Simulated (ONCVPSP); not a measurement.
# tungsten, ONCV: configuration errors across variants

tungsten, optimised norm-conserving Vanderbilt (ONCV), made with ONCVPSP 4.0.1 (PBE, non-relativistic). Core [Kr] 4d10 4f14, reference 5s2 5p6 5d4 6s1 (charge +1). Waves: 5s+6s: rc 2.15 bohr, ncon 5, nbas 8, qcut 4.2 1/bohr, 2 projectors; 5p: rc 1.85 bohr, ncon 4, nbas 7, qcut 6.6 1/bohr, 3 projectors, debl 2.3 Ha; 5d: rc 2.20 bohr, ncon 5, nbas 9, qcut 6.3 1/bohr, 2 projectors, debl 2.4 Ha. Local part: polynomial inside 1.20 bohr (lpopt 5, dvloc0 1 Ha). Core correction: none.

All-electron excitation energies from the reference (eV): (1) 5s2 5p6 5d4 6s2 -7.658; (2) 5s2 5p6 5d4 6s0 13.893; (3) 5s2 5p6 5d3 6s0 40.042; (4) 5s2 5p6 5d4 6s0 6p2 -0.803.

2 further variants failed, have other tests or another functional or relativity, and are left out.

A true bound ghost makes a file unfit for plane-wave use even where its test errors are small: the radial tests pick states by their node count and pass the ghost by.

Errors AE − PS in meV (a dash: test not solved or not reliable):

```csv
change,(1),(2),(3),(4),bound ghosts,GHOST(+) flags above zero
base,0.0,+0.8,+3.7,+0.4,none,"s, p"
d: qcut 3.5,+0.3,+0.7,+14,+0.3,none,"s, p, d"
p: qcut 3.8,0.0,+0.7,+3.3,+0.4,none,s
"d: ncon 3, nbas 7",+0.4,+0.7,+5.3,+0.7,none,"s, p"
"local potential polynomial inside 1.35 bohr (lpopt 5, dvloc0 0 Ha)",0.0,+0.8,+3.7,+0.4,none,s
s: qcut 3.4; p: qcut 5.4; d: qcut 5.1,0.0,+0.5,+6.0,+0.3,d,"s, p"
s: rc 1.48,+0.7,+2.4,+4.6,+0.6,none,"s, p"
s: nproj 4,0.0,+0.8,+3.7,+0.4,s,"s, p"
"local potential polynomial inside 1.20 bohr (lpopt 5, dvloc0 7.5 Ha)",0.0,+0.8,+3.7,+0.4,none,s
```

Q: Give the same row for: d: rc 3.24.

A: -0.3, -2.4, +29, +0.2; bound ghosts: none; GHOST(+) flags above zero: s, p.
